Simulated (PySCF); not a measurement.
Compound: C8H9 (doublet state).
Geometry (GFN2-xTB, Å), atoms numbered from 1 in this order:
```
atom  x, y, z in Å
C1     2.9721    0.3067    0.2213
C2     1.6056    0.1681    0.1213
C3     0.8447    0.9176   -0.8202
C4    -0.5139    0.7711   -0.9109
C5    -1.2072   -0.1163   -0.0814
C6    -2.6879   -0.2805   -0.2064
C7    -0.4766   -0.8601    0.8500
C8     0.8828   -0.7307    0.9556
H9     3.5399   -0.2645    0.9334
H10    3.5109    0.9885   -0.4115
H11    1.3634    1.6116   -1.4659
H12   -1.0693    1.3517   -1.6347
H13   -3.1223   -0.6239    0.7297
H14   -3.1601    0.6563   -0.4957
H15   -2.9191   -1.0205   -0.9749
H16   -1.0003   -1.5495    1.4983
H17    1.4303   -1.3136    1.6820
```

The hyperfine couplings belong to this conformer and change with its torsions.

The species is `[CH2]C1=CC=C(C)C=C1` [radical].

Computed, not measured: PySCF 2.14.0, UKS B3LYP, pcH-1 on C H, non-relativistic, mean-field spin-orbit, GIAO. Isolated species at its GFN2-xTB geometry, gas phase. GFN2-xTB frequencies show an imaginary mode (36i cm⁻¹), so this geometry is no minimum at that level. The geometry wasn't refined by DFT: couplings that depend on bond lengths, twists or pyramidal angles can differ widely from those at the functional's own minimum. No stability test was run, so a lower SCF solution isn't excluded. ⟨S²⟩ is 0.781 where a pure state has 0.75.

(1) What is the g tensor, term by term?

(2) Average each term over the three axes. Which is largest in size?

(3) At 9.454 GHz, how far is the centre of the isotropic spectrum from where a free electron (g = 2.002319) resonates?

(4) What effective moment and Curie constant follow for a powder?

(5) In a frozen sample, at which fields do the three g values resonate at 9.5, 34, 94 and 263 GHz (hyperfine left aside), and which band first spreads them over more than twice a line width of 0.5 mT?

Results:

(1) 
| Δg (ppm) | 1 | 2 | 3 |
| --- | --- | --- | --- |
| relativistic mass correction | -142 | -142 | -142 |
| gauge correction | -1 | 36 | 26 |
| orbital Zeeman/spin–orbit | -4 | 556 | 648 |
| total | -148 | 449 | 532 |

So g = 2.00217, 2.00277, 2.00285 and g_iso = 2.00260; the tensor is close to axial: the two nearest values differ by 12 % of g3 − g1. Axes: g2 points within 1° of the C1–C2 bond.

(2) The orbital-Zeeman/spin–orbit term 400, the mass correction -142 and the gauge correction 20 ppm, for a total of 278 ppm. The orbital-Zeeman/spin–orbit term is the largest in size. The mass correction is the same along every axis, so the anisotropy comes from the other two: their spans along these axes are 37 (gauge) and 653 ppm (orbital Zeeman/spin–orbit).

(3) B = hν/(g μB) with μB/h = 13.99624 MHz/mT gives 337.34 mT for the free electron and 337.30 mT at g_iso, 0.05 mT lower.

(4) With the mean of g² = 4.0104 and S(S+1) = 0.75: μ_eff = √(⟨g²⟩S(S+1)) = 1.734 μB and χT = 0.12505·⟨g²⟩·S(S+1) = 0.376 cm³ K/mol (cgs; spin-Hamiltonian part alone).

(5) 
| band | GHz | B(g3) mT | B(g2) mT | B(g1) mT | spread mT |
| --- | --- | --- | --- | --- | --- |
| X | 9.5 | 338.89 | 338.91 | 339.01 | 0.11 |
| Q | 34.0 | 1212.88 | 1212.93 | 1213.29 | 0.41 |
| W | 94.0 | 3353.26 | 3353.40 | 3354.40 | 1.14 |
| J | 263.0 | 9382.00 | 9382.39 | 9385.19 | 3.18 |

The spread grows in proportion to the frequency. W band is the first where it exceeds 1.0 mT.

Largest spin populations (Mulliken): C1 (+0.74), C5 (+0.30), C8 (+0.25) and C3 (+0.25). Four atoms exceed +0.15. The positive populations add up to 1.58 and the negative ones to -0.58, together 2S = 1. The angles at C1 add up to 360.0°, so it is planar; its axial dipolar tensor and the negative couplings of its protons fit spin in a p orbital normal to that plane.

The HOMO–LUMO gaps are 4.58 eV among the α and 4.69 eV among the β orbitals.

Time: 75 s wall (with the writing of density and orbital grids); peak memory 1.0 GiB. Hardware: an Arm Neoverse V1 with one thread, shared host with 64 logical CPUs at a one-minute load of 19.
